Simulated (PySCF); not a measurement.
Al(H)(Cl)(vinyl) (C2H4AlCl), SMILES C=[CH][AlH][Cl]. Atoms are numbered in the order given.

```xyz
8

Al    -0.9608     0.1108     0.0000
H     -2.4669     0.5859     0.0000
Cl     0.5369     1.6020     0.0000
C     -0.3400    -1.7217     0.0000
C      0.9712    -2.0146     0.0000
H     -1.0408    -2.5686     0.0000
H      1.3467    -3.0460     0.0000
H      1.7375    -1.2294     0.0000
```
Charge 0, spin multiplicity 1.

Coordinates come from a PBE0-D3(BJ)/def2-SVP optimisation. One conformer was computed; it need not be the lowest.

Level of theory: PySCF with TDA-B3LYP/def2-SVPD.

Vertical excitations.  State labels are in the subgroup Cs.

```
state  symmetry  energy (eV)  λ (nm)      f                        main pairs
-----  --------  -----------  ------  -----  --------------------------------
S1           A"         5.03     246  0.000                  HOMO−1→LUMO 99 %
S2           A'         5.83     213  0.156                    HOMO→LUMO 86 %
S3           A"         5.98     207  0.002                  HOMO−2→LUMO 98 %
S4           A'         6.45     192  0.036                  HOMO−3→LUMO 93 %
S5           A"         6.56     189  0.011                  HOMO−4→LUMO 98 %
S6           A"         6.80     182  0.024                  HOMO→LUMO+1 97 %
S7           A"         7.04     176  0.001                HOMO−1→LUMO+2 94 %
S8           A'         7.05     176  0.120                HOMO−1→LUMO+1 92 %
S9           A'         7.64     162  0.015                HOMO−2→LUMO+1 83 %
S10          A"         7.69     161  0.033                  HOMO→LUMO+3 94 %
T1           A'         3.93     315      0  HOMO→LUMO 84 %, HOMO→LUMO+2 14 %
T2           A"         4.63     268      0                  HOMO−1→LUMO 94 %
T3           A"         5.71     217      0                  HOMO−2→LUMO 78 %
T4           A'         5.93     209      0                  HOMO−3→LUMO 89 %
```
Triplets are in the Tamm–Dancoff approximation.
